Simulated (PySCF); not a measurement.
SnClEt3, C6H15ClSn.
Bonds: Sn1–Cl2, Sn1–C3, Sn1–C10, Sn1–C17, C3–C4, C10–C11, C17–C18. Hydrogens: H5, H6 on C3; H7, H8, H9 on C4; H12, H13 on C10; H14, H15, H16 on C11; H19, H20 on C17; H21, H22, H23 on C18.

Theory: PBE0-D3(BJ)/def2-SVP geometry optimisation, gas phase, def2 core potentials past Kr in PySCF 2.14.0.

Task: What internal coordinates does the optimisation give?

Result: 
| bond | length (Å) |
| --- | --- |
| Sn1–Cl2 | 2.392 |
| Sn1–C3, Sn1–C10, Sn1–C17 | 2.158 |
| C3–C4, C10–C11, C17–C18 | 1.522 |
| C3–H5 and 5 like bonds | 1.102 |
| C4–H7 and 8 like bonds | 1.102 |

Bonds in one row agree within 0.01 Å and their mean is given. A selection of angles:
| angle | degrees |
| --- | --- |
| Cl2–Sn1–C3 | 103.5 |
| C3–Sn1–C10 | 114.8 |
| C10–Sn1–C17 | 114.4 |
| Sn1–C3–C4 | 112.7 |
| Sn1–C3–H5 | 106.7 |
| C4–C3–H5 | 111.4 |
| H5–C3–H6 | 106.8 |
| C3–C4–H7 | 111.5 |
| H7–C4–H8 | 107.8 |

Dihedral angles: Cl2–Sn1–C3–C4 50° (synclinal); Cl2–Sn1–C10–C11 50° (synclinal); Cl2–Sn1–C17–C18 51° (synclinal). The mirror-image conformer, all signs reversed, is as good.

All 3 C–Sn bonds measure 2.157 to 2.158 Å. All 3 C–C bonds measure 1.522 Å. Sn1 (tin bonded to 3 C and Cl) is distorted tetrahedral (angles from 103.5° to 114.8°).

Point group: C3 (tolerance 0.08 Å). Not checked by PBE0-D3(BJ)/def2-SVP frequencies. One conformer, not necessarily the lowest.
